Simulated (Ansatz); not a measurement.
One change: `N[SiH](O)[SiH2][SiH3]` becomes `N[SiH](O)S[SiH3]`.

Ansatz, PBE0-D4/def2-TZVP geometries, multiplicity 1. Each molecule was computed in one conformer, which needn't be the lowest.

```csv
property,`N[SiH](O)[SiH2][SiH3]`
HOMO energy (ωB97M-V/def2-TZVPP) / eV,-9.27
LUMO energy (B3LYP/def2-TZVPP) / eV,-0.21
HOMO energy (B3LYP/def2-TZVPP) / eV,-6.98
size of the dipole moment (ωB97M-V/def2-TZVPP) / D,2.61
HOMO–LUMO gap (PBE/def2-TZVPP) / eV,5.14
HOMO energy (PBE/def2-TZVPP) / eV,-5.97
```

Give the same properties after the change, and the shifts. (Estimate.)

Computed: 
| property | `N[SiH](O)S[SiH3]` | shift |
| --- | --- | --- |
| HOMO energy (ωB97M-V/def2-TZVPP) / eV | -9.47 | -0.20 |
| LUMO energy (B3LYP/def2-TZVPP) / eV | 0.11 | 0.32 |
| HOMO energy (B3LYP/def2-TZVPP) / eV | -7.05 | -0.07 |
| size of the dipole moment (ωB97M-V/def2-TZVPP) / D | 2.40 | -0.21 |
| HOMO–LUMO gap (PBE/def2-TZVPP) / eV | 5.60 | 0.46 |
| HOMO energy (PBE/def2-TZVPP) / eV | -6.11 | -0.14 |

With PBE0 the HOMO falls by 0.12 eV and the LUMO rises by 0.36 eV, so the gap widens by about 0.48 eV. PBE moves the HOMO by -0.14 eV and ωB97M-V by -0.20 eV. Dipoles are sizes alone; their direction can turn.

B3LYP here is the variant with VWN-RPA as its local correlation; programs differ in this.
